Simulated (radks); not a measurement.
Neutral tellurium inside a hard spherical wall (all orbitals vanish at R), configuration held at [Kr] 4d10 5s2 5p4 and not refilled when levels cross. Method: scalar-relativistic Kohn-Sham, r2SCAN, spin-unpolarised, spherical densities, finite nucleus; meta-GGA in the generalised Kohn-Sham scheme; Fermi nuclear charge, rms radius 4.7423 fm; computed with a radial shooting solver on a logarithmic mesh with Libxc functionals. Eigenvalues in eV, with the zero of energy where the potential of the charges vanishes at infinity; a dash marks a level that is unbound or too diffuse for the functional's potential to be trusted. A positive occupied level is held by the wall or, in an anion where self-interaction has pushed it up, behind a barrier. The pressure on the wall is -dE/dV.

R (bohr)  E (hartree)  kinetic (hartree)    e(4p)    e(4d)    e(5s)   e(5p)  e(6s, empty)  e(5d, empty)  pressure (GPa)
free      -6795.18285           7119.585  -117.44  -42.695  -15.615  -6.165             -             -               0
15        -6795.18285           7119.585  -117.44  -42.695  -15.615  -6.165         0.151         1.513        < 0.0001
12        -6795.18284           7119.585  -117.44  -42.694  -15.614  -6.164         0.424         2.009        0.000191
10        -6795.18272           7119.587  -117.43  -42.683  -15.605  -6.155         0.902         2.522         0.00420
6         -6795.15247           7119.804  -116.42  -41.685  -14.841  -5.325         6.783         5.867            2.73
4         -6794.65675           7122.227  -110.14  -35.600   -9.882   0.919        31.409        17.553             117
3.5       -6794.05033           7124.722  -105.77  -31.423   -5.676   6.364        50.130        26.353             343
3         -6792.62615           7130.130  -98.630  -24.669    2.693  17.028        83.966        42.394            1140
